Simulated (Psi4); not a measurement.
Br (SMILES [Br]), doublet; Psi4 with WB97X-V/def2-SVP.

The Psi4 input:
```
memory 2 GB

molecule mol {
0 2
  Br    0.000000    0.000000    0.000000
}

set basis def2-svp
set reference uks

energy('wb97x-v')
print_variables()
```

The log (banner, timings and long lists left out):

```
   => Loading Basis Set <=

    Name: DEF2-SVP
    Role: ORBITAL
    Keyword: BASIS

         ---------------------------------------------------------
                                   SCF
               by Justin Turney, Rob Parrish, Andy Simmonett
                          and Daniel G. A. Smith
                              UKS Reference
         ---------------------------------------------------------

  ==> Geometry <==

    Molecular point group: d2h
    Geometry (in Angstrom), charge = 0, multiplicity = 2:

       Center              X                  Y                   Z               Mass
    ------------   -----------------  -----------------  -----------------  -----------------
         BR           0.000000000000     0.000000000000     0.000000000000    78.918337600000

  Running in d2h symmetry.

  Rotational constants: A = ************  B = ************  C = ************ [cm^-1]
  Rotational constants: A = ************  B = ************  C = ************ [MHz]
  Nuclear repulsion =    0.000000000000000

  Charge       = 0
  Multiplicity = 2
  Electrons    = 35
  Nalpha       = 18
  Nbeta        = 17

  ==> Algorithm <==

  SCF Algorithm Type is DF.
  DIIS enabled.
  MOM disabled.
  Fractional occupation disabled.
  Guess Type is CORE.
  Energy threshold   = 1.00e-06
  Density threshold  = 1.00e-06
  Integral threshold = 1.00e-12

  ==> Primary Basis <==

  Basis Set: DEF2-SVP
    Blend: DEF2-SVP
    Number of shells: 12
    Number of basis functions: 32
    Number of Cartesian functions: 35
    Spherical Harmonics?: true
    Max angular momentum: 2

  ==> DFT Potential <==

   => LibXC <=

    Version 7.1.2
    S. Lehtola, C. Steigemann, M. J. T. Oliveira, and M. A. L. Marques,  SoftwareX 7, 1–5 (2018) (10.1016/j.softx.2017.11.002)

   => Composite Functional: WB97X-V <=

    wB97X-V Hyb-GGA Exchange-Correlation Functional

    N. Mardirossian and M. Head-Gordon,  Phys. Chem. Chem. Phys. 16, 9904–9924 (2014) (10.1039/C3CP54374A)

    Deriv               =              1
    GGA                 =           TRUE
    Meta                =          FALSE

    Exchange Hybrid     =           TRUE
    MP2 Hybrid          =          FALSE

   => Exchange-Correlation Functionals <=

    1.0000   wB97X-V range-separated functional

   => Exact (HF) Exchange <=

    0.8330            HF,LR [omega = 0.3000]
    0.1670               HF

   => LibXC Density Thresholds  <==

    XC_HYB_GGA_XC_WB97X_V:  1.00E-14

   => VV10 Non-Local Parameters <=

    VV10 B              =     6.0000E+00
    VV10 C              =     1.0000E-02

   => Molecular Quadrature <=

    Radial Scheme          =       TREUTLER
    Pruning Scheme         =           NONE
    Nuclear Scheme         =       TREUTLER

    Blocking Scheme        =         OCTREE
    BS radius alpha        =              1
    Pruning alpha          =              1
    Radial Points          =             75
    Spherical Points       =            302
    Total Points           =          19480
    Total Blocks           =            205
    Max Points             =            252
    Max Functions          =             32
    Weights Tolerance      =       1.00E-15

   => Loading Basis Set <=

    Name: (DEF2-SVP AUX)
    Role: JKFIT
    Keyword: DF_BASIS_SCF

  ==> Integral Setup <==

  SCF_SUBTYPE=INCORE selected. In-core MEM_DF algorithm will be used.
  Using in-core AOs.

  ==> MemDFJK: Density-Fitted J/K Matrices <==

    J tasked:                   Yes
    K tasked:                   Yes
    wK tasked:                  Yes
    Omega:                3.000E-01
    Algorithm:                 Core
    Schwarz Cutoff:           1E-12
    Mask sparsity (%):       0.0000
    Fitting Condition:        1E-10

   => Auxiliary Basis Set <=

  Basis Set: (DEF2-SVP AUX)
    Blend: DEF2-UNIVERSAL-JKFIT
    Number of shells: 60
    Number of basis functions: 266
    Number of Cartesian functions: 371
    Spherical Harmonics?: true
    Max angular momentum: 5

  Minimum eigenvalue in the overlap matrix is 1.1175666000E-01.
  Reciprocal condition number of the overlap matrix is 4.9467289925E-02.
    Using symmetric orthogonalization.

  ==> Pre-Iterations <==

  SCF Guess: Core (One-Electron) Hamiltonian.

   -------------------------------------------------------
    Irrep   Nso     Nmo     Nalpha   Nbeta   Ndocc  Nsocc
   -------------------------------------------------------
     Ag        11      11       6       6       6       0
     B1g        3       3       2       1       1       1
     B2g        3       3       2       2       2       0
     B3g        3       3       2       2       2       0
     Au         0       0       0       0       0       0
     B1u        4       4       2       2       2       0
     B2u        4       4       2       2       2       0
     B3u        4       4       2       2       2       0
   -------------------------------------------------------
    Total      32      32      18      17      17       1
   -------------------------------------------------------

  ==> Iterations <==

                           Total Energy        Delta E     RMS |[F,P]|

    Occupation by irrep:
             Ag   B1g   B2g   B3g    Au   B1u   B2u   B3u
    DOCC [     6,    0,    1,    1,    0,    3,    3,    3 ]
    SOCC [     0,    1,    0,    0,    0,    0,    0,    0 ]
    NA   [     6,    1,    1,    1,    0,    3,    3,    3 ]
    NB   [     6,    0,    1,    1,    0,    3,    3,    3 ]

   @DF-UKS iter   1: -2538.02462237005466   -2.53802e+03   4.91478e-01 ADIIS
    Occupation by irrep:
             Ag   B1g   B2g   B3g    Au   B1u   B2u   B3u
    DOCC [     6,    1,    1,    1,    0,    2,    3,    3 ]
    SOCC [     0,    0,    0,    0,    0,    1,    0,    0 ]
    NA   [     6,    1,    1,    1,    0,    3,    3,    3 ]
    NB   [     6,    1,    1,    1,    0,    2,    3,    3 ]

   @DF-UKS iter   2: -2520.57996337848908    1.74447e+01   1.30770e+00 ADIIS
   @DF-UKS iter   3: -2573.41021291878451   -5.28302e+01   7.52266e-02 DIIS/ADIIS
   @DF-UKS iter   4: -2573.53019756510230   -1.19985e-01   3.63956e-02 DIIS/ADIIS
   @DF-UKS iter   5: -2573.55968952018338   -2.94920e-02   8.44459e-03 DIIS/ADIIS
   @DF-UKS iter   6: -2573.56145212976753   -1.76261e-03   5.33021e-04 DIIS/ADIIS
   @DF-UKS iter   7: -2573.56146160593062   -9.47616e-06   2.43989e-05 DIIS
   @DF-UKS iter   8: -2573.56146170152761   -9.55970e-08   3.74039e-06 DIIS
   @DF-UKS iter   9: -2573.56146170424336   -2.71575e-09   5.36218e-07 DIIS
  Energy and wave function converged.

  ==> Post-Iterations <==

   Electrons on quadrature grid:
      Nalpha   =   17.9999992512 ; deviation = -7.488e-07
      Nbeta    =   16.9999992512 ; deviation = -7.488e-07
      Ntotal   =   34.9999985023 ; deviation = -1.498e-06

   @Spin Contamination Metric:   1.617189055E-03
   @S^2 Expected:                7.500000000E-01
   @S^2 Observed:                7.516171891E-01
   @S   Expected:                5.000000000E-01
   @S   Observed:                5.000000000E-01

    Orbital Energies [Eh]
    ---------------------

    Alpha Occupied:

[...]
    Alpha Virtual:

[...]
    Beta Occupied:

[...]
    Beta Virtual:

[...]
    Final Occupation by Irrep:
             Ag   B1g   B2g   B3g    Au   B1u   B2u   B3u
    DOCC [     6,    1,    1,    1,    0,    2,    3,    3 ]
    SOCC [     0,    0,    0,    0,    0,    1,    0,    0 ]
    NA   [     6,    1,    1,    1,    0,    3,    3,    3 ]
    NB   [     6,    1,    1,    1,    0,    2,    3,    3 ]

  @DF-UKS Final Energy: -2573.56146170424336

   => Energetics <=

    Nuclear Repulsion Energy =              0.0000000000000000
    One-Electron Energy =               -3581.0968072269442928
    Two-Electron Energy =                1078.8669255543345571
    DFT Exchange-Correlation Energy =     -71.4802432924190327
    Empirical Dispersion Energy =           0.0000000000000000
    VV10 Nonlocal Energy =                  0.1486632607853382
    Total Energy =                      -2573.5614617042433565

  UHF NO Occupations:
  HONO-2 :    3B3u 1.9999761
  HONO-1 :    6 Ag 1.9992465
  HONO-0 :    3B1u 1.0000000
  LUNO+0 :    7 Ag 0.0007535
  LUNO+1 :    4B3u 0.0000239
  LUNO+2 :    4B2u 0.0000239
  LUNO+3 :    2B3g 0.0000035

Computation Completed

Properties will be evaluated at   0.000000,   0.000000,   0.000000 [a0]

Properties computed using the SCF density matrix

 Multipole Moments:

 ------------------------------------------------------------------------------------
     Multipole            Electronic (a.u.)      Nuclear  (a.u.)        Total (a.u.)
 ------------------------------------------------------------------------------------

 L = 1.  Multiply by 2.5417464519 to convert [e a0] to [Debye]
 Dipole X            :          0.0000000            0.0000000            0.0000000
 Dipole Y            :          0.0000000            0.0000000            0.0000000
 Dipole Z            :          0.0000000            0.0000000            0.0000000
 Magnitude           :                                                    0.0000000

 ------------------------------------------------------------------------------------

  Variable Map:
  ----------------------------------------------------------------------------
[...]
  Array Variable Map:
  ----------------------------------------------------------------------------
[...]
[...]
```
